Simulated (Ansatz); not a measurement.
`CCC(CC(C)c1ccc(I)cc1)c1ccc(OC(C)(C)C)cc1`. The state is a triplet with charge 0. Geometry PBE-D4/def2-SVP, that of the neutral singlet; atoms count from 1.

```xyz
53

C     0.8424   -2.3629    3.4342
C     0.3205   -2.6177    2.0213
C    -0.3610   -1.3908    1.3724
C    -1.0507   -1.7437    0.0258
C    -2.5727   -2.0018    0.1181
C    -2.9526   -3.1842    1.0239
C    -3.1697   -2.1508   -1.2722
C    -4.0532   -1.1823   -1.7851
C    -4.6065   -1.2959   -3.0699
C    -4.2685   -2.4024   -3.8620
I    -5.0971   -2.5953   -5.8066
C    -3.3884   -3.3849   -3.3817
C    -2.8486   -3.2502   -2.0947
C     0.6177   -0.2384    1.2119
C     1.7163   -0.3378    0.3321
C     2.6159    0.7222    0.1679
C     2.4369    1.9242    0.8827
O     3.3474    2.9447    0.7687
C     3.1470    3.9759   -0.2504
C     1.8247    4.7175   -0.0132
C     4.3409    4.9090   -0.0417
C     3.1744    3.3596   -1.6557
C     1.3588    2.0276    1.7815
C     0.4653    0.9579    1.9377
H     0.0189   -2.0690    4.1192
H     1.3227   -3.2672    3.8592
H     1.5901   -1.5438    3.4478
H     1.1561   -2.9431    1.3623
H    -0.3972   -3.4648    2.0323
H    -1.1508   -1.0400    2.0752
H    -0.8998   -0.9119   -0.6921
H    -0.5530   -2.6282   -0.4311
H    -3.0229   -1.0856    0.5617
H    -2.6231   -3.0174    2.0690
H    -2.4917   -4.1312    0.6739
H    -4.0510   -3.3314    1.0376
H    -4.3189   -0.3119   -1.1636
H    -5.2961   -0.5269   -3.4461
H    -3.1237   -4.2508   -4.0053
H    -2.1600   -4.0280   -1.7285
H     1.8741   -1.2658   -0.2407
H     3.4788    0.6296   -0.5069
H     1.7110    5.5412   -0.7462
H     0.9552    4.0400   -0.1270
H     1.7976    5.1543    1.0051
H     4.3292    5.3210    0.9866
H     4.3135    5.7496   -0.7625
H     5.2892    4.3530   -0.1792
H     2.3301    2.6581   -1.8069
H     4.1220    2.8098   -1.8235
H     3.0952    4.1548   -2.4238
H     1.2399    2.9524    2.3641
H    -0.3751    1.0537    2.6443
```

In the def2 sets I takes a core potential; there is no spin–orbit coupling. Single mean-field runs in def2-SVP are fitted with def2-universal-jkfit. At PBE0-D4/def2-SVP a singlet of charge 0 lies 4.08 eV below the triplet at the same geometry.

Problem. Estimate the Mulliken populations of the heavy atoms from the PBE0/def2-SVP orbitals of Ansatz.

Solution. 
```json
{"atom": "C1", "charge (e)": "-0.07", "spin (α − β)": "0.00"}
{"atom": "C2", "charge (e)": "-0.06", "spin (α − β)": "0.00"}
{"atom": "C3", "charge (e)": "-0.09", "spin (α − β)": "0.00"}
{"atom": "C4", "charge (e)": "0.06", "spin (α − β)": "0.01"}
{"atom": "C5", "charge (e)": "-0.14", "spin (α − β)": "-0.02"}
{"atom": "C6", "charge (e)": "-0.04", "spin (α − β)": "0.01"}
{"atom": "C7", "charge (e)": "0.00", "spin (α − β)": "0.21"}
{"atom": "C8", "charge (e)": "-0.03", "spin (α − β)": "-0.07"}
{"atom": "C9", "charge (e)": "0.03", "spin (α − β)": "0.10"}
{"atom": "C10", "charge (e)": "-0.22", "spin (α − β)": "0.47"}
{"atom": "I11", "charge (e)": "0.04", "spin (α − β)": "1.19"}
{"atom": "C12", "charge (e)": "0.03", "spin (α − β)": "0.09"}
{"atom": "C13", "charge (e)": "-0.03", "spin (α − β)": "-0.07"}
{"atom": "C14", "charge (e)": "-0.05", "spin (α − β)": "0.00"}
{"atom": "C15", "charge (e)": "-0.02", "spin (α − β)": "0.00"}
{"atom": "C16", "charge (e)": "-0.04", "spin (α − β)": "0.00"}
{"atom": "C17", "charge (e)": "0.17", "spin (α − β)": "0.00"}
{"atom": "O18", "charge (e)": "-0.38", "spin (α − β)": "0.00"}
{"atom": "C19", "charge (e)": "-0.13", "spin (α − β)": "0.00"}
{"atom": "C20", "charge (e)": "-0.02", "spin (α − β)": "0.00"}
{"atom": "C21", "charge (e)": "0.00", "spin (α − β)": "0.00"}
{"atom": "C22", "charge (e)": "-0.02", "spin (α − β)": "0.00"}
{"atom": "C23", "charge (e)": "-0.04", "spin (α − β)": "0.00"}
{"atom": "C24", "charge (e)": "-0.03", "spin (α − β)": "0.00"}
```
Mulliken values depend strongly on the basis.

Problem. Where does the spin sit?

Solution. Summed by element: C 0.74, I 1.19, O 0.00, H 0.07, of 2 unpaired in all. Largest on single atoms: I11 1.19, C10 0.47, C7 0.21.

Problem. And the Mayer bond orders between heavy atoms (over 0.3)?

Solution. C1–C2 1.09 (1.53 Å); C2–C3 1.04 (1.55 Å); C3–C4 1.01 (1.55 Å); C3–C14 1.00 (1.52 Å); C4–C5 1.04 (1.55 Å); C5–C6 1.05 (1.54 Å); C5–C7 1.01 (1.52 Å); C7–C8 1.36 (1.41 Å); C7–C13 1.31 (1.41 Å); C8–C9 1.44 (1.40 Å); C9–C10 1.31 (1.40 Å); C10–I11 0.58 (2.12 Å); C10–C12 1.30 (1.40 Å); C12–C13 1.46 (1.40 Å); C14–C15 1.36 (1.41 Å); C14–C24 1.41 (1.41 Å); C15–C16 1.38 (1.40 Å); C16–C17 1.37 (1.41 Å); C17–O18 1.04 (1.37 Å); C17–C23 1.39 (1.41 Å); O18–C19 0.89 (1.46 Å); C19–C20 1.05 (1.53 Å); C19–C21 1.04 (1.53 Å); C19–C22 1.05 (1.53 Å); C23–C24 1.35 (1.40 Å).
